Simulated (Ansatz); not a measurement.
Basis-set series for `[O]I` radical. Charge 0, multiplicity 2. I takes the def2 core potential. The structure was optimised at the PBE0-D4/def2-TZVP level.

Bond lengths: O1–I2 1.867 Å.

```
functional       basis  functions  energy (Eh)  HOMO (eV)  LUMO (eV)
   PBE0-D4    def2-SVP         40   -372.68640      -7.00      -3.98
   PBE0-D4  def2-QZVPP        139   -372.81144      -7.24      -4.39
   ωB97M-V    def2-SVP         40   -372.70844      -9.22      -1.76
   ωB97M-V  def2-QZVPP        139   -372.83659      -9.47      -2.30
```

Question: Give the rows for def2-TZVPP. (An estimate is asked.)

Answer: The calculation gave: 
| functional | basis | functions | energy (Eh) | HOMO (eV) | LUMO (eV) |
| --- | --- | --- | --- | --- | --- |
| PBE0-D4 | def2-TZVPP | 81 | -372.80413 | -7.19 | -4.32 |
| ωB97M-V | def2-TZVPP | 81 | -372.82945 | -9.42 | -2.21 |

HOMO and LUMO are taken over both spins.

Results of the Gaussian-basis code of Ansatz.
